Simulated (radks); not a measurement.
Values are calculated unless marked as measured or tabulated.
Spherical jellium clusters: N electrons in a uniform positive sphere of charge N and radius rs N^(1/3), rs = 3.3 bohr. Level of theory: non-relativistic Kohn-Sham, PBE, spin-polarised, spherical densities (a radial shooting solver with Libxc functionals). Levels are named by radial order and angular momentum (1s, 1p, 1d, 2s, ...), and open shells are averaged over m.

N = 4, configuration 1s2 1p(up 2, down 0). This is the lowest configuration that the search found. Occupied and some empty levels:

| level | occupation | eigenvalue (eV) | <r> (bohr) |
|---|---|---|---|
| 1s up | 1 | -5.2649 | 3.912 |
| 1s down | 1 | -4.6090 | 3.656 |
| 1p up | 2 | -2.9787 | 5.061 |
| 1p down | 0 | -2.0430 | 5.133 |
| 1d up | 0 | -0.66193 | 7.118 |

Energy (eV): total -5.59425, kinetic 9.7566, external -93.562, Hartree 44.337, exchange-correlation -15.993, background 49.868.
